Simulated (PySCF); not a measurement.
# C₆ coefficients of unlike pairs at M06-L

Calculated with PySCF 2.14 from the dipole response of each species, C₆(A,B) = (3/π) ∫ α_A(iu) α_B(iu) du, in atomic units, from isotropic polarisabilities. For ions this is the dispersion term alone; charge-induced terms of lower order in 1/R come first.

```json
{"species": "Pd", "configuration": "[Kr] 4d10 (1S)", "basis": "aug-cc-pwCVDZ-PP with ECP28MDF (6s6p5d3f)", "relativity": "core potential", "α (bohr³)": "23.54", "C₆ (like pair)": "133.4"}
{"species": "Mo²⁺", "configuration": "[Kr] 4d4 (5D)", "basis": "aug-cc-pVTZ-PP with one added diffuse shell each of s, p, d, f, g type with ECP28MDF (7s7p6d4f3g)", "relativity": "core potential", "α (bohr³)": "10.06", "C₆ (like pair)": "54.18"}
{"species": "Re³⁺", "configuration": "[Xe] 4f14 5d4 (5D)", "basis": "def2-TZVPPD with the def2 core potential (60 electrons) (6s5p3d2f1g)", "relativity": "core potential", "α (bohr³)": "7.099", "C₆ (like pair)": "37.97"}
{"species": "Si²⁺", "configuration": "[Ne] 3s2 (1S)", "basis": "dyall-acv3z (19s12p6d4f)", "relativity": "spin-free X2C", "α (bohr³)": "10.87", "C₆ (like pair)": "37.07"}
```

(1) Estimate C₆ for Si²⁺ with Pd.

No spin-orbit coupling is included.

The other pairs:

| pair | C₆ |
| --- | --- |
| Re³⁺, Pd | 67.37 |
| Re³⁺, Mo²⁺ | 44.99 |
| Si²⁺, Mo²⁺ | 42.67 |
| Si²⁺, Re³⁺ | 34.02 |
| Mo²⁺, Pd | 82.79 |

## Answers

(1) The integral gives 68.59. The combination rule 2 C_A C_B / (C_A α_B/α_A + C_B α_A/α_B) gives 69.70 and the geometric mean 70.31.
